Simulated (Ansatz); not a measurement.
## Nudged elastic band run: AsH$_{4}$O, charge +1

The input (input.yaml):

```yaml
crystal:
  periodic: [false, false, false]
  atoms:
    - { symbol: O, position_ang: [-0.054101, -0.875316, 0.089117] }
    - { symbol: As, position_ang: [0.441009, 1.080531, 0.252236] }
    - { symbol: H, position_ang: [-0.446659, -1.284542, 0.885521] }
    - { symbol: H, position_ang: [0.652021, -1.469295, -0.233991] }
    - { symbol: H, position_ang: [0.456409, 1.148249, -1.270066] }
    - { symbol: H, position_ang: [-1.048689, 1.400373, 0.277183] }
total_charge: 1
basis:
  gaussian: { orbitals: def2-SVP }
hamiltonian:
  xc: r2scan
  dispersion: d4
neb:
  order_check: false
  images: 5
  f_tol: 0.05
  max_iterations: 60
  final_atoms:
    - { symbol: O, position_ang: [-0.82385638, -1.02025616, -0.17614999] }
    - { symbol: As, position_ang: [0.23150669, 0.33642466, -0.10814931] }
    - { symbol: H, position_ang: [-0.97163255, -1.48056523, 0.67096544] }
    - { symbol: H, position_ang: [1.61097206, -0.0530016, 0.33461189] }
    - { symbol: H, position_ang: [0.24991894, 0.80965828, -1.52070249] }
    - { symbol: H, position_ang: [-0.29691874, 1.40774004, 0.79942447] }
  initial_path:
    images:
      - { positions_ang: [[-0.054101, -0.875316, 0.089117], [0.441009, 1.080531, 0.252236], [-0.446659, -1.284542, 0.885521], [0.652021, -1.469295, -0.233991], [0.456409, 1.148249, -1.270066], [-1.048689, 1.400373, 0.277183]] }
      - { positions_ang: [[-0.20848699, -0.91747411, 0.0391209], [0.47088899, 0.97721827, 0.19812102], [-0.55911208, -1.31342029, 0.85690556], [0.85966921, -1.26869952, -0.14309657], [0.38330872, 1.10726765, -1.2967602], [-0.94627785, 1.415108, 0.34570928]] }
      - { positions_ang: [[-0.36287297, -0.95963222, -0.0108752], [0.50076898, 0.87390553, 0.14400604], [-0.67156516, -1.34229858, 0.82829013], [1.06731742, -1.06810403, -0.05220214], [0.31020844, 1.06628631, -1.3234544], [-0.8438667, 1.42984299, 0.41423557]] }
      - { positions_ang: [[-0.51725896, -1.00179034, -0.0608713], [0.53064896, 0.7705928, 0.08989106], [-0.78401823, -1.37117687, 0.79967469], [1.27496563, -0.86750855, 0.03869229], [0.23710815, 1.02530496, -1.3501486], [-0.74145555, 1.44457799, 0.48276185]] }
      - { positions_ang: [[-0.6194581, -1.00794561, -0.09929753], [0.43093487, 0.62587009, 0.0238776], [-0.84655634, -1.40763966, 0.75677161], [1.38696777, -0.59600623, 0.13733216], [0.24137841, 0.95342274, -1.4069999], [-0.59327662, 1.43229868, 0.58831606]] }
      - { positions_ang: [[-0.72165724, -1.01410088, -0.13772376], [0.33122078, 0.48114738, -0.04213585], [-0.90909445, -1.44410244, 0.71386852], [1.49896991, -0.32450392, 0.23597202], [0.24564868, 0.88154051, -1.46385119], [-0.44509768, 1.42001936, 0.69387026]] }
      - { positions_ang: [[-0.82385638, -1.02025616, -0.17614999], [0.23150669, 0.33642466, -0.10814931], [-0.97163255, -1.48056523, 0.67096544], [1.61097206, -0.0530016, 0.33461189], [0.24991894, 0.80965828, -1.52070249], [-0.29691874, 1.40774004, 0.79942447]] }
```

Command:

```bash
$ ansatz run input.yaml --threads 1 --pin off --max-ram 2048MiB --backend cpu --events-out ev --progress --plain --runs-dir out
```

Output, in part (warnings, iteration lines, the closing report on the highest movable image, with atoms numbered from 0):

```
NEB end point (image 0): max|allowed force component| = 8.927e-3 eV/Å (the criterion of neb.relax_end_points is 1.000e-2)
NEB end point (image 6): max|allowed force component| = 6.460e-3 eV/Å (the criterion of neb.relax_end_points is 1.000e-2)
NEB iter   1: max|band force component| = 3.771e0 eV/Å  barrier→ = 3.5539 eV  barrier← = 3.2007 eV  Δτ_max = 0.2000 Å  (184 SCF iters)
NEB iter   2: max|band force component| = 2.297e0 eV/Å  barrier→ = 2.7478 eV  barrier← = 2.3946 eV  Δτ_max = 0.2000 Å  (155 SCF iters)
NEB iter   3: max|band force component| = 4.409e0 eV/Å  barrier→ = 2.5338 eV  barrier← = 2.1807 eV  Δτ_max = 0.0976 Å  (149 SCF iters)
NEB iter   4: max|band force component| = 1.852e0 eV/Å  barrier→ = 2.3527 eV  barrier← = 1.9995 eV  Δτ_max = 0.1531 Å  (136 SCF iters)
NEB iter   5: max|band force component| = 7.102e-1 eV/Å  barrier→ = 2.1608 eV  barrier← = 1.8076 eV  Δτ_max = 0.1191 Å  (142 SCF iters)
NEB iter   6: max|band force component| = 9.370e-1 eV/Å  barrier→ = 2.3138 eV  barrier← = 1.9606 eV  Δτ_max = 0.0597 Å  (138 SCF iters)
NEB iter   7: max|band force component| = 7.488e-1 eV/Å  barrier→ = 2.3561 eV  barrier← = 2.0030 eV  CI = image 4  Δτ_max = 0.1242 Å  (133 SCF iters)
NEB iter   8: max|band force component| = 6.021e-1 eV/Å  barrier→ = 2.4221 eV  barrier← = 2.0690 eV  CI = image 4  Δτ_max = 0.1250 Å  (143 SCF iters)
NEB iter   9: max|band force component| = 6.862e-1 eV/Å  barrier→ = 2.4328 eV  barrier← = 2.0796 eV  CI = image 4  Δτ_max = 0.0622 Å  (132 SCF iters)
NEB iter  10: max|band force component| = 3.526e-1 eV/Å  barrier→ = 2.4284 eV  barrier← = 2.0752 eV  CI = image 4  Δτ_max = 0.0602 Å  (129 SCF iters)
NEB iter  11: max|band force component| = 2.289e-1 eV/Å  barrier→ = 2.4272 eV  barrier← = 2.0741 eV  CI = image 4  Δτ_max = 0.0610 Å  (131 SCF iters)
NEB iter  12: max|band force component| = 2.068e-1 eV/Å  barrier→ = 2.4270 eV  barrier← = 2.0739 eV  CI = image 4  Δτ_max = 0.0600 Å  (130 SCF iters)
NEB iter  13: max|band force component| = 1.905e-1 eV/Å  barrier→ = 2.4270 eV  barrier← = 2.0738 eV  CI = image 4  Δτ_max = 0.1231 Å  (117 SCF iters)
NEB iter  14: max|band force component| = 1.378e-1 eV/Å  barrier→ = 2.4270 eV  barrier← = 2.0738 eV  CI = image 4  Δτ_max = 0.1223 Å  (123 SCF iters)
NEB iter  15: max|band force component| = 1.410e-1 eV/Å  barrier→ = 2.4269 eV  barrier← = 2.0738 eV  CI = image 4  Δτ_max = 0.0607 Å  (124 SCF iters)
NEB iter  16: max|band force component| = 1.351e-1 eV/Å  barrier→ = 2.4269 eV  barrier← = 2.0738 eV  CI = image 4  Δτ_max = 0.0608 Å  (116 SCF iters)
NEB iter  17: max|band force component| = 1.781e-1 eV/Å  barrier→ = 2.4269 eV  barrier← = 2.0738 eV  CI = image 4  Δτ_max = 0.1081 Å  (112 SCF iters)
NEB iter  18: max|band force component| = 2.452e-1 eV/Å  barrier→ = 2.4269 eV  barrier← = 2.0738 eV  CI = image 4  Δτ_max = 0.0494 Å  (112 SCF iters)
NEB iter  19: max|band force component| = 2.557e-1 eV/Å  barrier→ = 2.4269 eV  barrier← = 2.0738 eV  CI = image 4  Δτ_max = 0.0198 Å  (112 SCF iters)
NEB iter  20: max|band force component| = 2.650e-1 eV/Å  barrier→ = 2.4269 eV  barrier← = 2.0738 eV  CI = image 4  Δτ_max = 0.0108 Å  (95 SCF iters)
NEB iter  21: max|band force component| = 2.689e-1 eV/Å  barrier→ = 2.4269 eV  barrier← = 2.0738 eV  CI = image 4  Δτ_max = 0.1213 Å  (94 SCF iters)
NEB iter  22: max|band force component| = 2.305e-1 eV/Å  barrier→ = 2.4269 eV  barrier← = 2.0738 eV  CI = image 4  Δτ_max = 0.1217 Å  (113 SCF iters)
NEB iter  23: max|band force component| = 1.407e-1 eV/Å  barrier→ = 2.4269 eV  barrier← = 2.0738 eV  CI = image 4  Δτ_max = 0.1956 Å  (109 SCF iters)
NEB iter  24: max|band force component| = 1.422e-1 eV/Å  barrier→ = 2.4269 eV  barrier← = 2.0738 eV  CI = image 4  Δτ_max = 0.1952 Å  (110 SCF iters)
NEB iter  25: max|band force component| = 2.596e-1 eV/Å  barrier→ = 2.4269 eV  barrier← = 2.0738 eV  CI = image 4  Δτ_max = 0.0702 Å  (111 SCF iters)
NEB iter  26: max|band force component| = 2.769e-1 eV/Å  barrier→ = 2.4269 eV  barrier← = 2.0738 eV  CI = image 4  Δτ_max = 0.0204 Å  (107 SCF iters)
NEB iter  27: max|band force component| = 2.716e-1 eV/Å  barrier→ = 2.4269 eV  barrier← = 2.0738 eV  CI = image 4  Δτ_max = 0.1963 Å  (94 SCF iters)
NEB iter  28: max|band force component| = 9.735e-2 eV/Å  barrier→ = 2.4269 eV  barrier← = 2.0738 eV  CI = image 4  Δτ_max = 0.1965 Å  (114 SCF iters)
NEB iter  29: max|band force component| = 2.792e-1 eV/Å  barrier→ = 2.4269 eV  barrier← = 2.0738 eV  CI = image 4  Δτ_max = 0.0047 Å  (111 SCF iters)
NEB iter  30: max|band force component| = 2.761e-1 eV/Å  barrier→ = 2.4269 eV  barrier← = 2.0738 eV  CI = image 4  Δτ_max = 0.1960 Å  (99 SCF iters)
NEB iter  31: max|band force component| = 6.845e-2 eV/Å  barrier→ = 2.4269 eV  barrier← = 2.0738 eV  CI = image 4  Δτ_max = 0.1966 Å  (106 SCF iters)
NEB iter  32: max|band force component| = 2.809e-1 eV/Å  barrier→ = 2.4269 eV  barrier← = 2.0738 eV  CI = image 4  Δτ_max = 0.0048 Å  (114 SCF iters)
NEB iter  33: max|band force component| = 2.740e-1 eV/Å  barrier→ = 2.4269 eV  barrier← = 2.0738 eV  CI = image 4  Δτ_max = 0.1972 Å  (94 SCF iters)
NEB iter  34: max|band force component| = 1.616e-1 eV/Å  barrier→ = 2.4269 eV  barrier← = 2.0738 eV  CI = image 4  Δτ_max = 0.1861 Å  (113 SCF iters)
NEB iter  35: max|band force component| = 1.272e0 eV/Å  barrier→ = 2.4269 eV  barrier← = 2.0738 eV  CI = image 4  Δτ_max = 0.0960 Å  (108 SCF iters)
NEB iter  36: max|band force component| = 3.265e-1 eV/Å  barrier→ = 2.4269 eV  barrier← = 2.0738 eV  CI = image 4  Δτ_max = 0.1881 Å  (112 SCF iters)
NEB iter  37: max|band force component| = 2.401e-1 eV/Å  barrier→ = 2.4269 eV  barrier← = 2.0738 eV  CI = image 4  Δτ_max = 0.0924 Å  (114 SCF iters)
NEB iter  38: max|band force component| = 2.821e-1 eV/Å  barrier→ = 2.4269 eV  barrier← = 2.0738 eV  CI = image 4  Δτ_max = 0.0174 Å  (108 SCF iters)
NEB iter  39: max|band force component| = 2.682e-1 eV/Å  barrier→ = 2.4269 eV  barrier← = 2.0738 eV  CI = image 4  Δτ_max = 0.0087 Å  (98 SCF iters)
NEB iter  40: max|band force component| = 2.662e-1 eV/Å  barrier→ = 2.4269 eV  barrier← = 2.0738 eV  CI = image 4  Δτ_max = 0.1979 Å  (86 SCF iters)
NEB iter  41: max|band force component| = 1.311e-1 eV/Å  barrier→ = 2.4269 eV  barrier← = 2.0738 eV  CI = image 4  Δτ_max = 0.1952 Å  (114 SCF iters)
NEB iter  42: max|band force component| = 2.768e-1 eV/Å  barrier→ = 2.4269 eV  barrier← = 2.0738 eV  CI = image 4  Δτ_max = 0.0082 Å  (113 SCF iters)
NEB iter  43: max|band force component| = 2.705e-1 eV/Å  barrier→ = 2.4269 eV  barrier← = 2.0738 eV  CI = image 4  Δτ_max = 0.1950 Å  (90 SCF iters)
NEB iter  44: max|band force component| = 1.161e-1 eV/Å  barrier→ = 2.4269 eV  barrier← = 2.0738 eV  CI = image 4  Δτ_max = 0.1083 Å  (108 SCF iters)
NEB iter  45: max|band force component| = 1.562e-1 eV/Å  barrier→ = 2.4269 eV  barrier← = 2.0738 eV  CI = image 4  Δτ_max = 0.0403 Å  (112 SCF iters)
NEB iter  46: max|band force component| = 3.856e-2 eV/Å  barrier→ = 2.4269 eV  barrier← = 2.0738 eV  CI = image 4  Δτ_max = 0.0000 Å  (241 SCF iters)
Total energy: -62932.55350345 eV, -2312.7286840350 hartree
Atom 0 at    -0.262067    -1.124062    -0.069532 Å, force     0.000001     0.000001     0.000005 eV/Å
Atom 1 at     0.421636     0.629944    -0.145873 Å, force     0.000001     0.000001    -0.000001 eV/Å
Atom 2 at    -0.895195    -1.295361     0.660200 Å, force    -0.000004    -0.000001    -0.000002 eV/Å
Atom 3 at     1.105734    -0.708380     0.359726 Å, force     0.000002     0.000001    -0.000001 eV/Å
Atom 4 at     0.088805     1.039929    -1.556532 Å, force    -0.000001     0.000001     0.000002 eV/Å
Atom 5 at    -0.458923     1.457930     0.752011 Å, force     0.000001    -0.000003    -0.000002 eV/Å
Dipole moment:    -0.146733     0.157367     0.274458 e Å
```

The forces met the threshold. The profile has 2 maxima (images 2, 4) with wells between them (image 3): this band takes more than one step, which may be the mechanism or a detour left from its start path. A structure lower than the first end lies on the path between it and the top, so the climb from that side starts below the end, which may itself be a saddle point or a shallow side well. Neighbouring images differ by up to 2.4 eV, so the band resolves the path poorly. A vibrational analysis at the climbing image gives one clearly imaginary mode, 1390i cm⁻¹: a first-order saddle point. The orbitals stay closed-shell, which can raise the energy where a bond breaks towards radicals; this wasn't checked here. Limits of this set-up: the dipole of an ion depends on the origin.

Final band (atoms are numbered from 1 in the order of the input):

```csv
image,path coordinate (Å),energy (eV),O1–H4 (Å),As2–H4 (Å)
0,0.00,0.00,0.98,2.60
1,0.93,-0.02,0.98,2.59
2,1.86,0.10,0.98,2.61
3,2.79,0.06,0.98,2.40
4,3.72,2.43,1.49,1.59
5,4.30,1.08,2.12,1.49
6,4.89,0.35,2.67,1.50
```

Run time: 4 min on 1 CPU thread of a shared host.
